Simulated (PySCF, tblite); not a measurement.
C4H8F3P.
Geometry (GFN2-xTB, Å), atoms numbered from 1 in this order:
```
atom  x, y, z in Å
C1     0.8000    1.6112    0.0598
P2     0.3800    0.0407    0.9382
C3     1.8605   -0.9425    0.4252
C4    -0.7842   -0.6985   -0.3426
C5    -2.1719   -0.1677   -0.1167
F6    -2.2680    1.1505   -0.3536
F7    -2.5919   -0.3587    1.1404
F8    -3.0867   -0.7533   -0.9139
H9    -0.0405    2.2991    0.1131
H10    1.0625    1.4294   -0.9817
H11    1.6469    2.0644    0.5721
H12    2.7296   -0.5453    0.9446
H13    1.7297   -1.9799    0.7246
H14    2.0276   -0.8888   -0.6494
H15   -0.4820   -0.4704   -1.3674
H16   -0.8191   -1.7813   -0.2042
```

Method used: CAM-B3LYP/def2-SVPD in PySCF (dipole) on a GFN2-xTB geometry, gas phase.

Take the most abundant isotopes and a rigid rotor. The values belong to one conformer with, in the numbering `[CH3:1][P:2]([CH3:3])[CH2:4][C:5]([F:6])([F:7])[F:8]`, C1–P2–C4–C5 -86°.

(1) Give the principal moments of inertia and the rotational constants in MHz.

(2) What kind of rotor is it?

(3) Is it planar, by Δ = Ic − Ia − Ib?

(4) Give the other two planar moments, Paa and Pbb, and the rms extents of the mass along the axes.

(5) Which types of transition are allowed, and where do some lines up to J = 5 fall?

(6) Estimate the classical rotational partition function at 10 K, 25 K and 500 K.

## Answers

(1) Ia = 167.16, Ib = 491.89, Ic = 537.38 u·Å²; 505379 MHz·u·Å²/I gives A = 3023, B = 1027, C = 940.4 MHz.

(2) A near-prolate asymmetric top; Ray's κ = -0.916.

(3) Not planar: Δ = Ic − Ia − Ib = -121.67 u·Å². For a rigid frame Δ = −2 Σ m c², so Σ m c² = 60.83 u·Å² lies off the ab plane: 7.22 from hydrogen and 53.62 from heavier atoms. The atom farthest from that plane is 1.65 Å away.

(4) Paa = Σ m a² = (Ib + Ic − Ia)/2 = 431.06 and Pbb = Σ m b² = (Ia + Ic − Ib)/2 = 106.32 u·Å². With the mass M = 144.03 u, the rms extents √(P/M) along a, b and c are 1.73, 0.86, 0.65 Å.

(5) The dipole components are |μa| = 2.77 D, |μb| = 0.51 D, |μc| = 1.77 D. The squared components, which scale the intensities, stand as 1.00 : 0.03 : 0.41 (a : b : c). Some lines, for components of 0.1 D or more:

```tsv
type	branch	J(Ka,Kc)	MHz	lower level (cm⁻¹)
a	Q	3(1,2) ← 3(1,3)	522	0.453
a	Q	4(1,3) ← 4(1,4)	869	0.710
c	Q	2(1,2) ← 2(0,2)	1912	0.197
b	R	4(1,3) ← 3(2,2)	2180	0.666
b	R	3(0,3) ← 2(1,2)	3981	0.261
c	R	1(1,0) ← 0(0,0)	4051	0.000
b	Q	4(2,2) ← 4(1,3)	5730	0.739
a	R	3(0,3) ← 2(0,2)	5892	0.197
a	R	4(2,3) ← 3(2,2)	7869	0.666
a	R	4(3,2) ← 3(3,1)	7877	1.006
a	R	5(3,3) ← 4(3,2)	9848	1.269
a	R	5(3,2) ← 4(3,1)	9849	1.269
c	R	2(2,0) ← 1(1,0)	10013	0.135
c	Q	5(3,3) ← 5(2,3)	10125	1.260
b	Q	3(3,0) ← 3(2,1)	10185	0.666
b	Q	4(3,2) ← 4(2,3)	10207	0.928
c	R	3(2,1) ← 2(1,1)	11905	0.269
c	R	5(2,4) ← 4(1,4)	16391	0.710
c	R	4(3,2) ← 3(2,2)	18076	0.666
c	Q	5(5,1) ← 5(4,1)	18349	2.073
c	R	5(3,2) ← 4(2,2)	20015	0.930
b	R	5(3,2) ← 4(2,3)	20056	0.928
b	R	4(4,1) ← 3(3,0)	22148	1.006
c	R	4(4,1) ← 3(3,1)	22148	1.006
```

(6) Point group C1, symmetry number σ = 1; q = (√π/σ)·√((kT/h)³/(ABC)), k/h = 20836.6 MHz/K: 3120 at 10 K, 12300 at 25 K, 1100000 at 500 K.

Its GFN2-xTB frequencies are all real (lowest 21 cm⁻¹). Constants of a rigid frame at the computed geometry: no zero-point averaging, no centrifugal distortion. A rigid rotor knows nothing of internal rotation, which can split or shift real lines.
